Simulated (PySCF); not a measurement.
**Question.** Write a Z-matrix for `FC(F)(F)[SiH]1N[SiH2]N1` as optimised with GFN2-xTB.

**Answer.** 
Z-matrix in Å and degrees, rows numbered from 1:
```
F 
C   1  1.3447
F   2  1.3513  1  105.99
F   2  1.3513  1  106.00  3   111.66
Si  2  1.9359  1  114.50  3  -124.10
N   5  1.7257  2  113.02  1   -47.07
Si  6  1.7522  5   96.35  2   117.13
N   5  1.7259  2  113.10  1    46.57
H   5  1.4567  2  106.34  1   179.84
H   6  1.0021  5  131.67  2   -69.22
H   7  1.4574  6  112.47  5   106.92
H   7  1.4546  6  114.14  5  -117.69
H   8  1.0022  5  131.71  2    69.66
```

Si7 (SiH2 silicon) has angles from 82.7° to 116.4°. The 4 N–Si bonds span 1.726 Å (Si5–N6, drawn single) to 1.753 Å (Si7–N8, drawn single), a spread of 0.027 Å. Si5 (SiH silicon) has angles from 84.3° to 119.6°. N6 (nitrogen bridging silicon atoms) is planar (angles 131.7°, 131.6° and 96.3°, sum 359.7°, 0.04 Å off the plane of its three neighbours).

The geometry is computed with GFN2-xTB (gas phase).

Point group: Cs (every atom within 0.08 Å of its image). No GFN2-xTB frequencies stand behind this structure, so it isn't proved a minimum.
